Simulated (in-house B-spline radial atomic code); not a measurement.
RPA and G0W0 on LDA VWN5: the neon ion Ne⁷⁺

Configuration [He] 2s1, highest spin, mean-field start LDA VWN5. Computed with a B-spline radial code for spherical atoms: all electrons, scalar-relativistic (spin-free one-electron X2C), finite nucleus, each spin shell either full or empty, empty states to l = 9 with an (l + 1/2)⁻⁴ tail; G0W0 by contour deformation at full frequency.

Command:
```bash
python run_gw.py task.json out
```
Settings (radii: box in bohr, nucleus in fm):
```
Z                        10
electrons                3
configuration            [He] 2s1
hamiltonian              x2c
method                   lda,vwn
lmax                     9
rms_radius               3.0055
spin_polarised           True
box_radius               8.41
intervals                68
ion_configuration        1s2
```

Time taken, with all properties: 1.2 s on 1 thread of Arm Neoverse V2, with other jobs on the host.

Energies (hartree):

```
                                     term       value
                         mean-field total  -102.09506
Hartree-Fock functional on these orbitals  -102.75531
                      direct second order     -0.2032
                    second-order exchange     0.15028
                         SOSEX correction     0.12037
```

Task: What is the RPA correlation energy, and what remains with SOSEX?

Result: RPA gives -0.17131 hartree (-1.55 eV per electron); RPA + SOSEX gives -0.050932, and the second-order doubles -0.052925 hartree (no singles). SOSEX takes back 70 % of the RPA value.

Quasi-particle levels (eV):

| level | occupied | mean field | Σx - vxc | Σc | QP weight | G0W0 |
| --- | --- | --- | --- | --- | --- | --- |
| 2s up | yes | -225.24 | -13.82 | ? | ? | ? |
| 1s down | yes | -1080.41 | -66.56 | 3.56 | 0.968 | -1143.41 |
| 1s up | yes | -1082.77 | -68.98 | 3.97 | 0.944 | -1147.78 |
| 2s down | no | -215.02 | 11.64 | -4.65 | 0.887 | -208.03 |

G0W0 = mean field + (Σx - vxc) + Σc, with Σc (partial-wave tail included) taken at the quasi-particle energy.

Task: Where does G0W0 put 2s up?

Result: At -241.44 eV, with Σc = -2.37 eV and a quasi-particle weight of 0.960. The tabulated removal energy is 239.097 ± 0.0019 eV (NIST, semi-empirical).

Task: What does it cost to remove one electron (to 1s2) by differences of total energies, each species on its own start (correlation terms add to the Hartree-Fock functional)?

Result: LDA VWN5 238.59 eV, Hartree-Fock functional 238.95 eV, + RPA 241.10 eV, + RPA + SOSEX 239.08 eV, + second order 239.10 eV. Tabulated: 239.097 ± 0.0019 eV (NIST, semi-empirical).
